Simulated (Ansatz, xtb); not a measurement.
# C4H13BS: which of two isomers lies lower

Structure X: `C[BH-](C)[S+](C)C`, a singlet. Structure Y: `C[BH2-][SH+]C(C)C`, a singlet. Both are isolated molecules in the gas phase, relaxed with PBE0-D4/def2-SVP; the shapes shown needn't be the lowest conformers.

X (Å):

```xyz
19

C     1.2213    0.0345   -2.1671
C    -1.2398    0.8038   -1.2636
C    -0.1368    0.7202    1.9348
C    -0.0202   -1.7218    0.6340
B     0.3550    0.8085   -1.0494
S     0.8226   -0.1318    0.6762
H     2.3009   -0.0178   -1.9477
H     1.1221    0.5831   -3.1198
H     0.8672   -0.9925   -2.3713
H     0.8221    1.9059   -0.7371
H    -1.6622   -0.2007   -1.4458
H    -1.8254    1.2782   -0.4575
H    -1.4563    1.3899   -2.1739
H     0.2417    1.7504    1.9680
H    -1.2013    0.7331    1.6640
H     0.0132    0.2387    2.9106
H    -1.0887   -1.5848    0.4180
H     0.4429   -2.3024   -0.1748
H     0.1217   -2.2473    1.5881
```

Y (Å):

```xyz
19

C     0.1925   -0.5954   -2.9002
C     0.0831    0.3452    0.8822
C    -0.5668    0.4357    2.2511
C     1.0090   -0.8503    0.7382
B    -0.3320    0.7369   -2.1747
S    -1.2038    0.2264   -0.4258
H    -0.5985   -1.3449   -3.0730
H     0.5682   -0.3045   -3.8965
H     1.0309   -1.1050   -2.3960
H    -1.3066    1.2576   -2.7065
H     0.5153    1.5527   -1.8269
H    -1.8199    1.3947   -0.1407
H     0.6373    1.2680    0.6493
H    -1.1639   -0.4631    2.4697
H    -1.2223    1.3155    2.3404
H     0.2127    0.5221    3.0245
H     0.4648   -1.7975    0.8811
H     1.4919   -0.8699   -0.2483
H     1.7983   -0.7939    1.5032
```

Quicker runs give these differences E(Y) − E(X): GFN2-xTB −0.354 eV; HF/STO-3G +0.424 eV (at GFN2-xTB geometries); r2SCAN-D4/def2-SVP +0.309 eV (at GFN2-xTB geometries).

Question: Estimate which is lower in electronic energy at CCSD(T)/def2-SVP + ΔMP2/def2-TZVPP, and by roughly how much.

Answer: The CCSD(T)/def2-SVP + ΔMP2/def2-TZVPP calculation puts structure X lower, by 0.354 eV.

Level by level:

| level | geometry | E(Y) − E(X) (eV) | departure from the last row (eV) | job, with rough time for the two |
| --- | --- | --- | --- | --- |
| GFN2-xTB | GFN2-xTB | −0.354 | −0.708 | optimisation, 0.28 s |
| HF/STO-3G | GFN2-xTB | +0.424 | +0.070 | single point, 0.64 s |
| r2SCAN-D4/def2-SVP | GFN2-xTB | +0.309 | −0.045 | single point, 9 s |
| PBE0-D4/def2-SVP | PBE0-D4/def2-SVP | +0.294 | −0.060 | optimisation, 2.3 min |
| HF/def2-SVP | PBE0-D4/def2-SVP | +0.217 | −0.138 | part of the CCSD(T) run |
| MP2/def2-SVP | PBE0-D4/def2-SVP | +0.219 | −0.135 | part of the CCSD(T) run |
| CCSD(T)/def2-SVP | PBE0-D4/def2-SVP | +0.189 | −0.166 | single point |
| CCSD(T)/def2-SVP + ΔMP2/def2-TZVPP | PBE0-D4/def2-SVP | +0.354 |  | single point, 3.2 min |

As drawn, Y has 2 C–C, 1 B–H, 1 S–H in place of 1 C–B, 1 C–S, 2 C–H.

GFN2-xTB puts the two in the other order. The largest departure from CCSD(T)/def2-SVP + ΔMP2/def2-TZVPP is that of GFN2-xTB, 0.708 eV. A small imaginary or near-zero mode remains, so no thermal terms are given. The last row adds to CCSD(T) the change of the MP2 difference between the two basis sets, here +0.166 eV, a large step that makes the value less sure.

The correlated steps freeze 10 core orbitals. Programs: Ansatz 0.2.0, xtb 6.7.1; the last row on 2 threads of Arm Neoverse V1 on a shared host.
